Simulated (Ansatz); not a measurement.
Program: Ansatz. Geometries: PBE0-D4/def2-TZVP. ΔE: electronic, gas phase. CCSD(T)/CBS is the MP2 limit (def2-TZVPP, def2-QZVPP) plus CCSD(T) − MP2 in def2-TZVPP, frozen cores. This one scheme is used for every species. DFT in def2-TZVPP. Elements past krypton have def2 core potentials. For Br, Sn outer-core shells are correlated without core-valence functions, which leaves a few kJ/mol of doubt a bond. Scalar relativity is left out up to krypton.

Reaction (formal exchange of groups at the Sn–Br bond): `[F][Sn]([Cl])([Cl])[Br]` + SiH₄ → `[F][Sn]([SiH3])([Cl])[Cl]` + HBr

`[F][Sn]([Cl])([Cl])[Br]`:

Z-matrix (Å, degrees):
```
Sn
F 1 1.894
Cl 1 2.283 2 106.8
Br 1 2.426 2 107.9 3 120.7
Cl 1 2.283 2 106.8 3 -118.5
```

SiH₄:

```xyz
5

Si    0.000    0.000    0.000
H     0.531   -1.365    0.240
H    -0.926    0.371    1.100
H    -0.731    0.027   -1.292
H     1.125    0.968   -0.047
```

`[F][Sn]([SiH3])([Cl])[Cl]`:

```xyz
8

F    -1.161    1.735    1.460
Sn   -0.621   -0.019    0.926
Si    0.803    0.072   -1.205
Cl    0.463   -0.862    2.784
Cl   -2.608   -1.179    0.720
H     1.177   -1.324   -1.525
H     1.988    0.904   -0.898
H    -0.041    0.674   -2.263
```

HBr:

```xyz
2

Br   -0.076    0.294   -0.642
H     0.076   -0.294    0.642
```

Problem. Is it downhill or uphill in electronic energy at CCSD(T)/CBS, and by how much? (An estimate is asked.)

Solution. Computed: Uphill: ΔE = +11.4 kcal/mol.

Problem. What do these levels give: B97M-V, PBE-QIDH, revPBE, CCSD/def2-TZVPP, HF/def2-QZVPP, SCS-MP2/def2-QZVPP? (Estimate.)

Solution. The calculation gave: B97M-V 11.8, PBE-QIDH 10.9, revPBE 8.5, CCSD/def2-TZVPP 10.8, HF/def2-QZVPP 15.4, SCS-MP2/def2-QZVPP 12.5 kcal/mol.

Largest T1 diagnostic among the species: 0.013.

From BLYP to BHLYP (50 % exact exchange), in def2-TZVPP and without D4, ΔE moves by +2.4 kcal/mol. Leaving LDA and LC-ωPBE aside and taking each functional with its dispersion term where it has one, the values, not all of them listed here, spread over 3.7 kcal/mol, from PBE-D4 to BHLYP-D4. LDA lies −1.5 kcal/mol from PBE without D4. In def2-TZVPP, CCSD(T) changes the Hartree–Fock value by −4.4 kcal/mol (the triples alone add −0.1 kcal/mol) and MP2 by −3.6 kcal/mol.
